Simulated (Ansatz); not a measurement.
Computed with Ansatz on PBE0-D4/def2-TZVP structures; ΔE is electronic, products minus reactants. CCSD(T)/CBS adds triple-zeta CCSD(T) − MP2 to the extrapolated MP2 energy (def2 sets, frozen cores). Functionals use def2-TZVPP. B3LYP here is the variant with VWN-RPA as its local correlation; programs differ in this. Elements past krypton have def2 core potentials. For In outer-core shells are correlated without core-valence functions, which leaves a few kJ/mol of doubt a bond. One conformer a species, not always the lowest.

Reaction (formal exchange of groups at a C–N bond): `C[N](C)[InH][OH]` + `C1=NCO1` → `CC1=NCO1` + `C[NH][InH][OH]`

Is it downhill or uphill in electronic energy at CCSD(T)/CBS, and by how much? (An estimate is asked.)

The calculation gave: Downhill: ΔE = -14.8 kcal/mol.

What do these levels give: PBE0, B3LYP, MP2/def2-TZVPP, MP2/def2-QZVPP, SCS-MP2/def2-QZVPP, CCSD/CBS(def2)? (Estimate.)

The calculation gave: PBE0 -16.3, B3LYP -16.0, MP2/def2-TZVPP -14.6, MP2/def2-QZVPP -14.8, SCS-MP2/def2-QZVPP -14.7, CCSD/CBS(def2) -15.3 kcal/mol.

Largest T1 diagnostic among the species: 0.016.

In def2-TZVPP, CCSD(T) changes the Hartree–Fock value by +3.2 kcal/mol (the triples alone add +0.5 kcal/mol) and MP2 by +3.1 kcal/mol. The D4 term adds +0.9 kcal/mol with B3LYP and +0.4 kcal/mol with PBE0; it sums over pairs of atoms, weighted by their polarisabilities, and B3LYP, whose exchange is more repulsive, gets the larger term. From PBE to PBE0 (25 % exact exchange), in def2-TZVPP and without D4, ΔE moves by −0.9 kcal/mol.
